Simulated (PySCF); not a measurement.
Excitations are Tamm–Dancoff values on a coarser integration grid. The basis has no diffuse functions, so Rydberg states are missing or too high.

Cartesian coordinates (Å):
SMILES: O=BCO
```xyz
7

O      2.3598     0.2983     0.0016
B      1.1999    -0.0210    -0.0298
C     -0.3077    -0.3932    -0.0408
O     -1.1515     0.7199    -0.3425
H     -0.4868    -1.1334    -0.8231
H     -0.5837    -0.8718     0.9070
H     -1.0301     1.4012     0.3276
```
Charge 0, spin multiplicity 1.

Problem. Predict the HOMO–LUMO gap, S1 excitation (TDA), HOMO, total energy and LUMO from TPSSh-D3(BJ)/def2-TZVP // B3LYP-D3(BJ)/def2-TZVP (PySCF).

Solution. 
```yaml
HOMO–LUMO gap: 7.03 eV
S1 excitation (TDA): 6.45 eV
HOMO: -7.82 eV
total_energy: -215.3400 Ha
LUMO: -0.78 eV
```
